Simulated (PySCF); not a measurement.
# A small calculation by hand: chemical shift, span and skew from a shielding tensor

Si(H)2(Me)(NCO) (C₂H₅NOSi), SMILES C[SiH2]N=C=O. Atoms are numbered in the order given.

```xyz
10

Si    -0.6017    -1.0956     0.0000
C      0.9568    -2.1252     0.0000
N     -0.1801     0.5856     0.0000
C      0.0681     1.7561     0.0000
O      0.3176     2.8999     0.0000
H     -1.4231    -1.3628    -1.2134
H     -1.4231    -1.3628     1.2134
H      0.7103    -3.1993     0.0000
H      1.5652    -1.9106    -0.8926
H      1.5652    -1.9106     0.8926
```

The structure is a stationary point at ωB97X-D3(BJ)/def2-SVP. One conformer was computed; it need not be the lowest.

GIAO shieldings from PySCF with PBE/pcSseg-1, non-relativistic, no solvent. The symmetric part of the tensor of C4 has the principal values -49.7, -49.3, 272.8 ppm. The same nucleus in TMS has σ = 182.0 ppm at this level (PySCF, at its B3LYP-D3(BJ)/def2-TZVP geometry).

Work out the isotropic shielding, the ¹³C shift against TMS, the span and the skew.


σ(iso) = (σ11 + σ22 + σ33)/3 = 57.9 ppm. δ = σ(ref) − σ(iso) = 182.0 − (57.9) = 124.1 ppm.
Span Ω = σ33 − σ11 = 322.5 ppm. Skew κ = 3(σ(iso) − σ22)/Ω = 1.00, an axial tensor. Tumbling in solution averages the tensor to δ; in a static solid the shielding alone would spread this spin-1/2 line over Ω.
